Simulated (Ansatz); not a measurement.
Consider the homolysis of the H–Si bond: `[SiH3]S[SiH2]Cl` → H• + `[SiH2]S[SiH2]Cl`•.

Gas-phase electronic energies from Ansatz, PBE0-D4/def2-TZVP geometries. CCSD(T)/CBS adds triple-zeta CCSD(T) − MP2 to the extrapolated MP2 energy (def2 sets, frozen cores). This one scheme is used for every species, atoms too. Functionals use def2-TZVPP. B3LYP here is the variant with VWN-RPA as its local correlation; programs differ in this. Open shells (•) are unrestricted, without spin–orbit coupling. One conformer a species, not always the lowest.

What is ΔE at CCSD(T)/CBS? (Best estimate.)

Computed: +4.15 eV.

What do these levels give: r2SCAN-D4, B3LYP-D4, ωB97M-V, B2PLYP, PBE, B3LYP, MP2/def2-TZVPP, CCSD/def2-TZVPP, CCSD(T)/def2-TZVPP, HF/def2-QZVPP, SCS-MP2/def2-QZVPP, MP2/CBS(def2)? (Best estimate.)

Computed: r2SCAN-D4 3.91, B3LYP-D4 4.02, ωB97M-V 4.14, B2PLYP 4.04, PBE 3.83, B3LYP 4.02, MP2/def2-TZVPP 3.99, CCSD/def2-TZVPP 4.08, CCSD(T)/def2-TZVPP 4.08, HF/def2-QZVPP 3.28, SCS-MP2/def2-QZVPP 4.18, MP2/CBS(def2) 4.06 eV.

Largest T1 diagnostic among the species: 0.014.

In def2-TZVPP, CCSD(T) changes the Hartree–Fock value by +0.80 eV (the triples alone add −0.00 eV) and MP2 by +0.71 eV; breaking electron pairs costs correlation energy, which Hartree–Fock lacks. From PBE to PBE0 (25 % exact exchange), in def2-TZVPP and without D4, ΔE moves by +0.06 eV.
